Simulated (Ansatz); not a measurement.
Isolated molecules relaxed with PBE0-D4/def2-TZVP in Ansatz; ΔE leaves out vibrations. CBS: MP2 limit from def2 TZ/QZ plus the TZ coupled-cluster correction, frozen cores. This one scheme is used for every species, atoms too. DFT in def2-TZVPP. B3LYP here is the variant with VWN-RPA as its local correlation; programs differ in this. No spin–orbit coupling; open shells (•) take unrestricted orbitals. Spin–orbit coupling would lower the free atoms: a little for B, C, Cl, F, S. Each species was taken in one conformer, which may not be the lowest.

`FC1(Cl)CB1S` → B• + 2 C• + Cl• + F• + 3 H• + S•  (atomization)

| level | ΔE (eV) |
| --- | --- |
| r2SCAN-D4 | 35.30 |
| PBE | 36.15 |
| B3LYP | 34.28 |
| HF/def2-TZVPP | 24.45 |
| MP2/def2-QZVPP | 35.37 |
| SCS-MP2/def2-QZVPP | 34.69 |
| HF/CBS(def2) | 24.47 |
| CCSD/CBS(def2) | 33.79 |

(1) What does CCSD(T)/CBS give? (Best estimate.)

Largest T1 diagnostic among the species: 0.014.

## Answers

(1) The calculation gave: +34.55 eV. The listed levels differ from it by 0.75, 1.60, -0.27, -10.10, 0.82, 0.14, -10.08, -0.76 eV.

The D4 term adds +0.38 eV with B3LYP and +0.20 eV with PBE0; it sums over pairs of atoms, weighted by their polarisabilities, and B3LYP, whose exchange is more repulsive, gets the larger term. From PBE to PBE0 (25 % exact exchange), in def2-TZVPP and without D4, ΔE moves by −0.92 eV: exact exchange takes away binding that semilocal exchange gives to molecules. In def2-TZVPP, CCSD(T) changes the Hartree–Fock value by +9.11 eV (the triples alone add +0.77 eV) and MP2 by +10.35 eV; breaking electron pairs costs correlation energy, which Hartree–Fock lacks.

For atomizations the MP2-based limit and the directly extrapolated one differ by several kJ/mol either way, and by 10 to 25 for some Ge, Se and Sn compounds, so smaller differences from it don't rank the levels.
